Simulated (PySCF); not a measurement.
C3H6BNO, SMILES B(CC#N)(C)O.

Geometry: ωB97X-D3(BJ)/def2-SVP. The structure was generated by enumeration, and PubChem lists no compound with its InChIKey, so it may never have been made. One conformer was computed; it need not be the lowest.

These are PBE0/def2-TZVP (PySCF) values and carry that method's errors.

Isolated molecule, no solvent.

Computed frontier levels, gap, dipole moment and polarisability:
```yaml
highest_occupied_level: -8.95 eV
lowest_empty_level: -0.09 eV
orbital_gap: 8.86 eV
dipole_moment: 3.40 D
quadrupole, principal values (traceless, Buckingham form, about the centre of nuclear charge): -12.37, 6.02, 6.35 D·Å
mean_static_polarisability: 55.5 bohr³ (8.23 Å³)
polarisability_principal_values: 42.0, 51.7, 72.9 bohr³
```
